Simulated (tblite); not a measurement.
C7H7F.
Atom-mapped SMILES: `[CH:1]#[C:2][C@H:3]1[CH2:4][CH2:5][CH:6]=[C:7]1[F:8]` (hydrogens: H9 on C1; H10 on C3; H11, H12 on C4; H13, H14 on C5; H15 on C6)

Computed with GFN2-xTB (tblite), gas phase: Langevin dynamics at 200 K from the optimised GFN2-xTB geometry, time step 0.5 fs, friction 0.01 fs⁻¹, 2000 steps. The instantaneous temperature is 2·E(kin)/(3Nk) with all 3N coordinates.

```tsv
t (fs)	T (K)	E(pot) above start (eV)	C1≡C2 (Å)	C2–C3 (Å)	C3–C4 (Å)	C4–C5 (Å)	C5–C6 (Å)	C1–H9 (Å)
0	160	0.000	1.196	1.453	1.545	1.540	1.499	1.049
25	106	0.144	1.197	1.458	1.521	1.568	1.521	1.063
50	142	0.202	1.184	1.442	1.533	1.534	1.524	1.013
75	130	0.186	1.207	1.459	1.542	1.523	1.502	1.078
100	125	0.218	1.204	1.498	1.569	1.536	1.482	1.029
125	121	0.243	1.194	1.460	1.506	1.567	1.457	1.079
150	163	0.220	1.186	1.442	1.492	1.562	1.477	1.038
175	192	0.196	1.206	1.468	1.559	1.569	1.510	1.057
200	182	0.216	1.194	1.471	1.561	1.526	1.497	1.055
225	152	0.306	1.181	1.398	1.559	1.524	1.461	1.027
250	204	0.292	1.194	1.452	1.630	1.602	1.475	1.075
275	203	0.325	1.216	1.466	1.548	1.551	1.488	1.016
300	245	0.286	1.189	1.427	1.523	1.529	1.492	1.095
325	245	0.289	1.196	1.484	1.600	1.555	1.488	1.028
350	243	0.314	1.194	1.439	1.557	1.534	1.474	1.060
375	163	0.450	1.208	1.422	1.495	1.523	1.527	1.065
400	201	0.388	1.203	1.504	1.566	1.539	1.530	1.034
425	275	0.360	1.185	1.448	1.540	1.495	1.480	1.059
450	176	0.473	1.194	1.461	1.531	1.564	1.496	1.037
475	226	0.329	1.207	1.436	1.514	1.567	1.538	1.068
500	138	0.489	1.193	1.477	1.537	1.558	1.503	1.029
525	259	0.399	1.182	1.478	1.543	1.549	1.532	1.057
550	263	0.419	1.213	1.461	1.549	1.538	1.554	1.052
575	205	0.439	1.218	1.474	1.530	1.495	1.513	1.057
600	226	0.396	1.170	1.455	1.535	1.518	1.547	1.046
625	245	0.388	1.198	1.477	1.557	1.537	1.542	1.054
650	276	0.451	1.224	1.422	1.573	1.465	1.472	1.062
675	324	0.315	1.194	1.479	1.555	1.501	1.477	1.054
700	291	0.356	1.181	1.450	1.531	1.565	1.510	1.036
725	264	0.366	1.208	1.440	1.542	1.544	1.479	1.040
750	187	0.484	1.207	1.488	1.574	1.541	1.530	1.062
775	188	0.338	1.199	1.441	1.568	1.516	1.506	1.040
800	198	0.209	1.184	1.415	1.554	1.518	1.518	1.066
825	186	0.257	1.205	1.445	1.524	1.553	1.530	1.048
850	201	0.198	1.204	1.494	1.541	1.526	1.470	1.037
875	155	0.248	1.185	1.456	1.540	1.531	1.456	1.071
900	131	0.267	1.212	1.414	1.548	1.569	1.485	1.024
925	178	0.200	1.197	1.444	1.551	1.535	1.488	1.072
950	132	0.381	1.182	1.540	1.551	1.548	1.461	1.023
975	213	0.276	1.197	1.452	1.535	1.572	1.501	1.078
1000	191	0.344	1.211	1.414	1.522	1.578	1.502	1.047
```

Question: From 500 fs on, how do temperature and potential energy compare with equipartition?

Answer: The mean temperature of these 21 frames is 212 K against the target 200 K, and the mean potential energy 0.34 eV against 39 × kT/2 = 0.34 eV for 39 classical harmonic modes. For 15 atoms in a canonical ensemble the temperature itself scatters by T·√(2/(3N)) = 42 K; here its standard deviation is 52 K. The whole run lasts only 10 friction times of 100 fs, so these averages carry a wide statistical error.

Question: What are the kinetic and total energies of the listed frame with the highest potential energy?

Answer: The one at 500 fs, 0.489 eV above the start. Its kinetic energy is 3NkT/2 = 0.267 eV at 138 K, so the sum is 0.76 eV; over the listed frames the sum runs from 0.31 to 0.99 eV, since the thermostat adds and removes energy.

Question: How much do the listed bonds fluctuate from 500 fs on?

Answer: 
| bond | at the start (Å) | mean (Å) | standard deviation (Å) |
| --- | --- | --- | --- |
| C1≡C2 | 1.196 | 1.198 | 0.014 |
| C2–C3 | 1.453 | 1.458 | 0.030 |
| C3–C4 | 1.545 | 1.546 | 0.014 |
| C4–C5 | 1.540 | 1.536 | 0.027 |
| C5–C6 | 1.499 | 1.504 | 0.028 |
| C1–H9 | 1.049 | 1.050 | 0.015 |

The motion is classical and holds no zero-point motion.

What follows is the cost of the whole dynamics run. The run took 17 s wall on an Arm Neoverse N1 with one thread, no GPU, shared host with 64 logical CPUs at a one-minute load of 55, and the process peaked at 0.18 GiB of memory.
